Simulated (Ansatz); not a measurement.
Ansatz results at the PBE0-D4/def2-TZVP geometry: HOMO energy (ωB97M-V/def2-TZVPP) -8.61 eV; LUMO energy (PBE0/def2-TZVPP) -1.34 eV; size of the dipole moment (ωB97M-V/def2-TZVPP) 4.40 D.

Each molecule was computed in one conformer, which needn't be the lowest.

Question: Which molecule gave them?
A. `CC1=C[Te][SiH2]1`
B. `CCC(O)=S`
C. `CCC(=O)S`
D. `CCSC=O`

Answer: B. The others give `CC1=C[Te][SiH2]1`: -7.84, -1.11, 1.67; `CCSC=O`: -9.66, -0.78, 1.64; `CCC(=O)S`: -9.92, -0.57, 1.77.
